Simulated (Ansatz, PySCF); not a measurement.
Ways to break one bond of C[SiH2]C [dimethylsilane]:

A. C[SiH2]C → [CH2][SiH2]C + H atom
B. C[SiH2]C [dimethylsilane] → C[SiH2] + [CH3] (CH3)
C. C[SiH2]C [dimethylsilane] -> C[SiH]C + H atom

Quantity: bond dissociation energy (enthalpy at 298 K, with B3LYP-D3(BJ) rigid-rotor harmonic-oscillator terms), kcal/mol. Each molecule is optimised on its own at B3LYP-D3(BJ)/def2-TZVP (Ansatz, an electronic-structure program), one conformer each, not searched for the lowest. Frequencies are from Ansatz or PySCF. Correlated levels leave the core frozen unless marked. UHF or UKS for open shells. Spin-orbit coupling is left out. Non-relativistic. CBS(X,Y): correlation extrapolated as X^-3; Hartree-Fock from the larger set. The bracket is a focal-point correction in the basis named.

```json
[
 {"": "A", "PBE0/STO-3G (Ansatz)": "129.8", "MP2/cc-pV(T+d)Z (Ansatz)": "100.2", "SCS-MP2/aug-cc-pV(D+d)Z (Ansatz)": "97.5", "RI-MP2/CBS(cc-pV(T+d)Z,cc-pV(Q+d)Z)+[CCSD(T)-MP2]/cc-pV(T+d)Z (Ansatz)": "?"},
 {"": "B", "PBE0/STO-3G (Ansatz)": "120.5", "MP2/cc-pV(T+d)Z (Ansatz)": "90.8", "SCS-MP2/aug-cc-pV(D+d)Z (Ansatz)": "86.6", "RI-MP2/CBS(cc-pV(T+d)Z,cc-pV(Q+d)Z)+[CCSD(T)-MP2]/cc-pV(T+d)Z (Ansatz)": "?"},
 {"": "C", "PBE0/STO-3G (Ansatz)": "122.2", "MP2/cc-pV(T+d)Z (Ansatz)": "89.9", "SCS-MP2/aug-cc-pV(D+d)Z (Ansatz)": "89.4", "RI-MP2/CBS(cc-pV(T+d)Z,cc-pV(Q+d)Z)+[CCSD(T)-MP2]/cc-pV(T+d)Z (Ansatz)": "?"}
]
```

**Question.** Fill in the missing entries.

**Answer.** 
- A, RI-MP2/CBS(cc-pV(T+d)Z,cc-pV(Q+d)Z)+[CCSD(T)-MP2]/cc-pV(T+d)Z (Ansatz): 101.9
- B, RI-MP2/CBS(cc-pV(T+d)Z,cc-pV(Q+d)Z)+[CCSD(T)-MP2]/cc-pV(T+d)Z (Ansatz): 90.6
- C, RI-MP2/CBS(cc-pV(T+d)Z,cc-pV(Q+d)Z)+[CCSD(T)-MP2]/cc-pV(T+d)Z (Ansatz): 94.4
